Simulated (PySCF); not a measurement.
# From computed data to an observable: dipole moment from atomic charges

H₃NO₂SW, SMILES [OH][W]([NH2])(=[O])=[S], multiplicity 1. Atoms are numbered in the order given.

```xyz
8

W     -0.0093     0.1604     0.0235
O      1.1216     1.0733     0.9293
S      0.6143    -1.8938    -0.1987
O     -0.2315     0.9730    -1.6760
H     -0.3058     0.5248    -2.5289
N     -1.6720     0.1755     1.0270
H     -1.8852     0.8730     1.7379
H     -2.3670    -0.5682     1.0183
```
Charge 0, spin multiplicity 1.

Geometry optimised at B3LYP-D3(BJ)/def2-SVP. The spin state was assumed, not searched. The structure was generated by enumeration; whether it is a known compound was not checked. The def2 effective core potentials stand for the cores of W; spin–orbit coupling is left out. Other conformers were not sampled.

Charges (e) from PBE/def2-TZVP run with PySCF:

```
atom  ESP fit  Mulliken
----  -------  --------
W1      0.856     1.115
O2     -0.349    -0.407
S3     -0.308    -0.349
O4     -0.486    -0.575
H5      0.363     0.343
N6     -0.825    -0.652
H7      0.399     0.262
H8      0.350     0.262
```

The dipole moment of the full density is 3.85 D.

**Question.** What dipole moment does each set of point charges give, and which comes closer to that of the density?

**Answer.** 
μ = Σ q r, and 1 e Å = 4.8032 D.
ESP fit: Σ q r = (-0.788, 0.068, -0.144) e Å, |μ| = 3.86 D.
Mulliken: Σ q r = (-0.677, -0.011, -0.134) e Å, |μ| = 3.31 D.
ESP fit comes closer in size. Point charges leave out the atoms' own dipoles (lone pairs, polarised bonds); fits to the potential absorb them, partitions of the density don't.
